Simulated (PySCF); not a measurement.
C₃HF₄, SMILES F/[C]=C/C(F)(F)F, multiplicity 2. Atoms are numbered in the order given.

```xyz
8

F      0.0461     2.8878     0.0000
C     -0.2439     1.6250     0.0000
C      0.5505     0.5682     0.0000
C      0.0146    -0.8283     0.0000
F     -1.3250    -0.8581     0.0000
F      0.4412    -1.5077    -1.0796
F      0.4412    -1.5077     1.0796
H      1.6417     0.6805     0.0000
```
Charge 0, spin multiplicity 2.

Coordinates come from a B3LYP-D3(BJ)/def2-SVP optimisation. The isomer is the one that the SMILES or the coordinates give; other isomers of the formula were not compared.

Two levels are set side by side: PBE/pcH-1 (PySCF) and B3LYP/pcH-1 (PySCF). Contact hyperfine couplings, same geometry. Differences are taken from unrounded values.

| quantity | B3LYP | PBE | PBE minus B3LYP |
|---|---|---|---|
| A(iso) of 19F, atom F1 (MHz) | 353.5 | 306.8 | -46.7 |
| A(iso) of 13C, atom C2 (MHz) | 565.8 | 532.2 | -33.7 |
| A(iso) of 13C, atom C3 (MHz) | 66.4 | 70.8 | 4.4 |
| A(iso) of 13C, atom C4 (MHz) | 14.4 | 14.1 | -0.3 |
| A(iso) of 19F, atom F5 (MHz) | 12.2 | 9.4 | -2.8 |
| A(iso) of 19F, atom F6 (MHz) | -12.3 | -9.4 | 2.9 |
| A(iso) of 19F, atom F7 (MHz) | -12.3 | -9.4 | 2.9 |
| A(iso) of 1H, atom H8 (MHz) | 108.3 | 106.6 | -1.7 |

Rough cost on one machine, each run with all the roots and properties that it gave: B3LYP against PBE within a factor of 2.
